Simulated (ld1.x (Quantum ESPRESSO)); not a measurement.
ruthenium, TM semilocal: configuration errors across variants

ruthenium, norm-conserving Troullier–Martins (semilocal form), made with ld1.x (Quantum ESPRESSO) 7.5 (BLYP, scalar-relativistic). Core [Ar] 3d10 4s2, reference 4p6 4d7 5s1 5p0. Waves: 5s (bound): rc 1.95 bohr; 4p (bound): rc 1.40 bohr; 4d (bound): rc 1.50 bohr. Local part: the d channel. Core correction: Bessel-smoothed model core inside 0.85 bohr.

All-electron excitation energies from the reference (eV): (1) 4p6 4d7 5s0 5p0 7.366; (2) 4p6 4d6 5s0 5p0 25.483; (3) 4p6 4d5 5s0 5p0 56.004; (4) 4p6 4d8 5s0 5p0 -0.220; (5) 4p6 4d6 5s1 5p1 5.541; (6) 4p6 4d6 5s2 5p0 1.589; (7) 4p6 4d4 5s0 5p0 100.388.

A semilocal file is local in each channel, so a ghost entry of none says nothing of the separable form that plane-wave codes build from it.

Tests that are not counted but printed errors over 1 eV. “wave 5s (bound): rc 1.95 bohr becomes 5s (bound): rc 1.64 bohr”: 4p6 4d6 5s1 5p1 (solver errors, printed error -11.9 eV); 4p6 4d6 5s2 5p0 (pseudo-atom not self-consistent, printed error -1304 eV).

1 further variants failed, have other tests or too few solved ones, and are left out.

Errors AE − PS in meV (a dash: test not solved or not reliable):

| change | (1) | (2) | (3) | (4) | (5) | (6) | (7) | bound ghosts |
| --- | --- | --- | --- | --- | --- | --- | --- | --- |
| base | -5.4 | -1.3 | -12 | -9.9 | +53 | +4.3 | -53 | none |
| wave 5s (bound): rc 1.95 bohr becomes 5s (bound): rc 1.64 bohr | -11 | -13 | -38 | -15 | – | – | -102 | none |
| wave 5s (bound): rc 1.95 bohr becomes 5s (bound): rc 1.82 bohr | -4.6 | -4.7 | -24 | -8.3 | +70 | +23 | -78 | none |
| wave 5s (bound): rc 1.95 bohr becomes 5s (bound): rc 2.04 bohr | -7.0 | +0.6 | -3.0 | -13 | +47 | -7.3 | -34 | none |
| wave 5s (bound): rc 1.95 bohr becomes 5s (bound): rc 2.44 bohr | -11 | +6.4 | +18 | -20 | +40 | -28 | +9.4 | none |
| wave 5s (bound): rc 1.95 bohr becomes 5s (bound): rc 2.96 bohr | -9.7 | -1.8 | -3.0 | -14 | +44 | -16 | -29 | none |

**Question.** Give the same row for: wave 5s (bound): rc 1.95 bohr becomes 5s (bound): rc 2.56 bohr.

**Answer.** -11, +6.8, +20, -20, +40, -29, +11; bound ghosts: none.
